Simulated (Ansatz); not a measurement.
Basis sets compared for the cluster ZrAg₄⁺ (the lowest doublet isomer of a short search). Charge 1, multiplicity 2. Geometry r2SCAN-D4/def2-SVP. Ansatz on 4 threads of Arm Neoverse V1 on a shared host; times are rough, and most runs start from earlier orbitals.

```xyz
5

Zr   -0.1044   -1.1070   -0.0441
Ag    0.2300   -0.7402   -2.8357
Ag   -0.3698   -0.9061    2.7719
Ag   -0.0189    1.3372    1.3616
Ag    0.2632    1.4161   -1.2538
```

In the def2 sets Ag, Zr take a core potential; there is no spin–orbit coupling. The structure comes from a short search, and lower isomers may exist.

| level | functions | energy (Eh) | HOMO (eV) | LUMO (eV) | wall time |
| --- | --- | --- | --- | --- | --- |
| PBE-D4/def2-SVP | 155 | -634.7494 | -8.68 | -8.09 | 19 s |
| PBE0-D4/def2-SVP | 155 | -634.6366 | -9.26 | -6.99 | 19 s |

Question: Estimate the rows for PBE-D4/def2-TZVP (with forces), PBE0-D4/def2-TZVP.

Answer: 
```
                         level  functions  energy (Eh)  HOMO (eV)  LUMO (eV)  wall time
PBE-D4/def2-TZVP (with forces)        200    -634.9184      -8.67      -8.08       23 s
             PBE0-D4/def2-TZVP        200    -634.7984      -9.26      -6.99       39 s
```
